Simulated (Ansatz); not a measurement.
```xyz
11

N    -1.7877    1.2140    0.9411
Si   -0.4852    0.1203    0.9751
O     0.2546   -0.0917   -0.4729
Si    1.4336   -0.8040   -1.3442
H    -1.6346    2.2076    0.8907
H    -2.6756    0.9567    0.5430
H     0.5234    0.6554    1.9224
H    -1.0178   -1.1956    1.4059
H     1.2852   -2.2834   -1.3112
H     1.3326   -0.3333   -2.7480
H     2.7715   -0.4461   -0.8019
```

Charge 0, multiplicity 1.

List the PBE0/def2-TZVPP orbital energies in eV (the Gaussian-basis code of Ansatz). (Estimate.)

Computed: Occupied: -1803.04, -1802.97, -522.54, -390.89, -145.23, -145.21, -99.92, -99.91, -99.89, -99.88, -99.85, -99.85, -27.75, -23.86, -16.43, -14.22, -13.96, -12.41, -11.66, -11.37, -10.34, -9.54, -8.87, -8.47, -7.88. Lowest empty: 0.31, 0.69, 1.83, 1.87, 1.92, 2.18, 2.52, 2.63.
